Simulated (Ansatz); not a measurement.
Isolated molecules relaxed with PBE0-D4/def2-TZVP in Ansatz; ΔE leaves out vibrations. CCSD(T)/CBS adds triple-zeta CCSD(T) − MP2 to the extrapolated MP2 energy (def2 sets, frozen cores). DFT in def2-TZVPP. B3LYP here is the variant with VWN-RPA as its local correlation; programs differ in this. For Br outer-core shells are correlated without core-valence functions, which leaves a few kJ/mol of doubt a bond. Scalar relativity is left out up to krypton.

Consider the formal exchange of groups at the Si–H bond: `F[SiH](F)Br` + `FC(F)=CCl` → `F[Si](F)(F)Br` + `F/C=C/Cl`.

Is it downhill or uphill in electronic energy at CCSD(T)/CBS, and by how much? (Best estimate.)

Computed: Downhill: ΔE = -217.4 kJ/mol.

What do these levels give: LDA (SPW92), PBE-D4, revPBE-D4, BLYP-D4, B3LYP-D4, ωB97M-V, revPBE, BHLYP, RPA@PBE/def2-TZVPP, HF/def2-SVP, MP2/def2-QZVPP, HF/CBS(def2)? (An estimate is asked.)

Ansatz gave: LDA (SPW92) -182.3, PBE-D4 -188.7, revPBE-D4 -190.0, BLYP-D4 -198.3, B3LYP-D4 -203.5, ωB97M-V -204.3, revPBE -188.5, BHLYP -210.2, RPA@PBE/def2-TZVPP -205.6, HF/def2-SVP -184.6, MP2/def2-QZVPP -222.1, HF/CBS(def2) -217.6 kJ/mol.

What do rigid-rotor, harmonic-oscillator terms from PBE0-D4/def2-TZVP frequencies (298.15 K, 1 bar) make of the CCSD(T)/CBS value? (Estimate.)

Computed: ΔZPE = +4.9 kJ/mol, ΔH = -211.7 kJ/mol, ΔS = -10 J/(mol·K), ΔG = -208.8 kJ/mol.

Largest T1 diagnostic among the species: 0.012.

From r2SCAN to r2SCAN0 (25 % exact exchange), in def2-TZVPP and without D4, ΔE moves by −3.7 kJ/mol. Leaving LDA and LC-ωPBE aside and taking each functional with its dispersion term where it has one, the values, not all of them listed here, spread over 22.5 kJ/mol, from BHLYP-D4 to PBE-D4. LDA lies +5.8 kJ/mol from PBE without D4.
